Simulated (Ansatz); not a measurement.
CH4SSi, SMILES `C[Si]S` (excited triplet; C–Si–S–H torsion 92°) (charge 0, multiplicity 3). This triplet is an excited state, 1.52 eV above the relaxed singlet at the level frozen-core CCSD(T)/cc-pVTZ // B3LYP-D3(BJ)/def2-TZVP (Ansatz, a program for electronic structure).

Computed with frozen-core CCSD(T)/cc-pVTZ // B3LYP-D3(BJ)/def2-TZVP in Ansatz.

Ansatz 0.2 input:
```yaml
crystal:
  periodic: [false, false, false]
  atoms:
    - { symbol: C, position_ang: [-1.1283, 0.134768, 0.132304] }
    - { symbol: Si, position_ang: [0.412973, -0.753587, 0.818806] }
    - { symbol: S, position_ang: [2.214622, -0.696346, -0.32687] }
    - { symbol: H, position_ang: [-1.979751, -0.064922, 0.783332] }
    - { symbol: H, position_ang: [-1.350804, -0.235552, -0.869353] }
    - { symbol: H, position_ang: [-0.953858, 1.211124, 0.09419] }
    - { symbol: H, position_ang: [2.78512, 0.404516, 0.20761] }
basis:
  gaussian: { orbitals: cc-pVTZ }
correlation:
  method: ccsd_t
magnetization:
  spin_polarized: true
  initial_magnetization: 2
```

Output:

```
Functional definition: HF
872 factors; integrals over basis functions are off by at most 1.1e-3 eV
mean field evaluation 1: about -19771.1428 eV, gradient 1.8e1 eV
mean field evaluation 2: about -19771.1505 eV, gradient 1.8e1 eV
mean field evaluation 4: about -19773.5269 eV, gradient 2.7e0 eV
mean field evaluation 8: about -19773.6771 eV, gradient 2.5e-1 eV
mean field evaluation 16: about -19773.1101 eV, gradient 7.5e0 eV
mean field evaluation 32: about -19770.3752 eV, gradient 1.4e0 eV
mean field evaluation 64: about -19768.9719 eV, gradient 1.6e0 eV
mean field evaluation 96: about -19769.1844 eV, gradient 3.8e-1 eV
mean field -19773.67942791 eV, -726.6693158945 hartree, gradient 2.2e-6 eV, S^2 2.009073; 1 other end points of the search recorded, 0 dependent functions left out
determinant -19773.67942791 eV, -726.6693158945 hartree, with singles and doubles -19786.82264948 eV, -727.1523203782 hartree
determinant -19770.21105061 eV, -726.5418553796 hartree, with singles and doubles -19783.59100493 eV, -727.0335596316 hartree
11 core orbitals not correlated
reference -19773.67942791 eV, -726.6693158945 hartree; 10, 8 occupied and 133, 135 virtual orbitals, 872 factors
second order -11.84474925 eV of doubles, -0.00000000 eV of singles
cycle   1  -12.98299061 eV  change   -7.8e-1 eV  update   2.3e-2
cycle   2  -13.00920499 eV  change   -2.6e-2 eV  update   5.9e-3
cycle   3  -13.01047215 eV  change   -1.3e-3 eV  update   3.1e-3
cycle   4  -13.01249232 eV  change   -2.0e-3 eV  update   1.7e-3
cycle   5  -13.01341162 eV  change   -9.2e-4 eV  update   9.1e-4
cycle   6  -13.01355973 eV  change   -1.5e-4 eV  update   3.5e-4
cycle   7  -13.01363425 eV  change   -7.5e-5 eV  update   1.6e-4
cycle   8  -13.01359814 eV  change    3.6e-5 eV  update   6.7e-5
cycle   9  -13.01356300 eV  change    3.5e-5 eV  update   2.8e-5
cycle  10  -13.01356141 eV  change    1.6e-6 eV  update   1.1e-5
perturbative correction -0.57368624 eV, -0.0210825805 hartree
Total energy: -19787.26667556 eV, -727.1686380358 hartree
```
